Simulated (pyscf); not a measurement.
Thermochemistry of product channels of `[CH2][CH2][CH]=[CH2]` [doublet] on the doublet surface, in kJ/mol, from ωB97M-D3(BJ)/def2-TZVP energies (ideal gas, 1 atm, RRHO with modes under 100 cm⁻¹ raised to 100, one conformer, R ln 2 for chiral ones without a mode under 150 cm⁻¹). Single points on ωB97X-D3(BJ)/def2-SVP structures (PySCF, gas phase).

```json
[
 {"products": "`[CH2][CH]1[CH2][CH2]1` [doublet]", "ΔE": "___", "ΔH(298 K)": "+8.3", "ΔG(600 K)": "+18.4", "ΔG(900 K)": "+23.9"},
 {"products": "`[CH]1[CH2][CH2][CH2]1` [doublet]", "ΔE": "___", "ΔH(298 K)": "+14.1", "ΔG(600 K)": "+29.3", "ΔG(900 K)": "+38.5"}
]
```

Question: Some entries are withheld; supply them.

Answer: 
- `[CH2][CH]1[CH2][CH2]1` [doublet], ΔE: +6.3
- `[CH]1[CH2][CH2][CH2]1` [doublet], ΔE: +10.5

These are energies of the channels, which say nothing of barriers. •H₂C–CH₂–CH=CH₂ lies 75.6 kJ/mol over its isomer •H₂C–CH=CH–CH₃ (electronic energy, ωB97M-D3(BJ)/def2-TZVP). cyclic C₄H₇ (SMILES [CH2]C1CC1) [doublet] lies 81.9 kJ/mol over its isomer •H₂C–CH=CH–CH₃ (electronic energy, ωB97M-D3(BJ)/def2-TZVP).
